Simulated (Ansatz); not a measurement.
Relaxation of BFH$_{5}$NO (9 atoms, charge 0, multiplicity 1), to a largest force component of 0.03 eV/Å in at most 50 steps.

Computed with RHF/def2-SVP (Ansatz).

```xyz
9
Properties=species:S:1:pos:R:3
B -0.094 -0.196 -0.160
H -0.094 -0.408 1.016
F 1.061 0.046 -0.766
N -1.262 -0.307 -0.913
H -2.146 -0.537 -0.515
H -1.281 -0.133 -1.897
O -0.197 2.134 1.027
H -1.100 2.415 1.026
H -0.169 1.363 1.610
```

**Question.** Where does it end, and by what steps?

**Answer.** The forces met the threshold. After 26 steps the energy has fallen by 0.170 eV; H9 moved furthest, 0.87 Å.

| step | energy less start (eV) | largest force component (eV/Å) | accepted |
| --- | --- | --- | --- |
| 0 | 0.0000 | 1.263 | yes |
| 1 | -0.1073 | 0.400 | yes |
| 2 | -0.1283 | 0.545 | yes |
| 3 | -0.1095 | 0.911 | no |
| 4 | -0.1436 | 0.163 | yes |
| 5 | -0.1445 | 0.804 | yes |
| 6 | -0.1459 | 0.207 | yes |
| 7 | -0.1514 | 0.103 | yes |
| 8 | -0.1526 | 0.201 | yes |
| 9 | -0.1534 | 0.238 | yes |
| 10 | -0.1558 | 0.041 | yes |
| 11 | -0.1569 | 0.173 | yes |
| 12 | -0.1546 | 0.592 | no |
| 13 | -0.1585 | 0.155 | yes |
| 14 | -0.1623 | 0.040 | yes |
| 15 | -0.1566 | 0.583 | no |
| 16 | -0.1637 | 0.164 | yes |
| 17 | -0.1645 | 0.263 | yes |
| 18 | -0.1666 | 0.310 | yes |
| 19 | -0.1681 | 0.105 | yes |
| 20 | -0.1682 | 0.105 | yes |
| 21 | -0.1690 | 0.075 | yes |
| 22 | -0.1694 | 0.040 | yes |
| 23 | -0.1696 | 0.036 | yes |
| 24 | -0.1696 | 0.037 | yes |
| 25 | -0.1696 | 0.032 | yes |
| 26 | -0.1696 | 0.021 | yes |

```xyz
9
Properties=species:S:1:pos:R:3
B 0.004 -0.498 -0.265
H 0.108 -1.008 0.814
F 1.091 -0.285 -0.990
N -1.243 -0.132 -0.779
H -2.101 -0.374 -0.330
H -1.350 0.229 -1.707
O -0.347 2.429 1.155
H -0.895 1.972 0.534
H -0.549 2.043 1.994
```

Whether the end is a true minimum wasn't checked by a vibrational analysis.

Time of the run: 41 s on 1 thread of Arm Neoverse V2, with other jobs on the host, peak memory 0.14 GiB.
